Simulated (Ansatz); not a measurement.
Cost and result up the ladder for SiF2Cl2 (SiCl2F2) (5 atoms). Charge 0, multiplicity 1. Geometry: PBE0-D4/def2-SVP.

```xyz
5

Si   -0.007   -0.016    0.074
F    -0.894   -1.185    0.703
F     0.696    0.760    1.280
Cl   -1.201    1.260   -0.936
Cl    1.408   -0.819   -1.120
```

Ansatz on 4 threads of Arm Neoverse V2 on a shared host. Times are rough, and most runs start from the orbitals of an earlier one. ωB97M-V/def2-TZVP serves as the yardstick here, not as an exact answer. Differences are given only for rows in sets of like size (and for xTB, whose basis is part of the method), since another set adds its own error. Binding counts from free atoms at the same level (Si triplet, F doublet, Cl doublet; other spins of the atoms weren't run), without zero-point energy or a counterpoise term.

Correlated methods freeze 17 core orbitals.

Correlated methods converge slowly with the basis.

```
                          level  functions  wall time
                       HF/6-31G         57      0.2 s
              BLYP-D4/def2-TZVP        173      1.1 s
            revPBE-D4/def2-TZVP        173      1.2 s
                  MP2/def2-TZVP        173      1.4 s
              PBE-D4/def2-TZVPD        215      1.7 s
             BHLYP-D4/def2-TZVP        173      1.7 s
PBE0-D4/def2-TZVP (with forces)        173        2 s
              RPA@PBE/def2-TZVP        173      2.4 s
            r2SCAN-D4/def2-TZVP        173      2.5 s
             PBE-QIDH/def2-TZVP        173      2.8 s
              ωB97X-V/def2-TZVP        173      3.7 s
           r2SCAN-D4/def2-TZVPD        215      3.8 s
              ωB97M-V/def2-TZVP        173      4.4 s
             CCSD(T)/def2-TZVPP        188       41 s
```

(1) Estimate what each level gives for the binding energy per atom (eV).

Answers

(1) 
| level | binding energy per atom (eV) | difference from ωB97M-V/def2-TZVP (eV) |
| --- | --- | --- |
| HF/6-31G | 1.92 | – |
| BLYP-D4/def2-TZVP | 4.06 | -0.09 |
| revPBE-D4/def2-TZVP | 4.06 | -0.09 |
| MP2/def2-TZVP | 4.23 | 0.08 |
| PBE-D4/def2-TZVPD | 4.18 | 0.03 |
| BHLYP-D4/def2-TZVP | 3.90 | -0.25 |
| PBE0-D4/def2-TZVP (with forces) | 4.08 | -0.07 |
| RPA@PBE/def2-TZVP | 3.65 | -0.50 |
| r2SCAN-D4/def2-TZVP | 4.16 | 0.01 |
| PBE-QIDH/def2-TZVP | 4.10 | -0.05 |
| ωB97X-V/def2-TZVP | 4.14 | -0.01 |
| r2SCAN-D4/def2-TZVPD | 4.16 | 0.01 |
| ωB97M-V/def2-TZVP | 4.15 | 0.00 |
| CCSD(T)/def2-TZVPP | 4.00 | -0.15 |
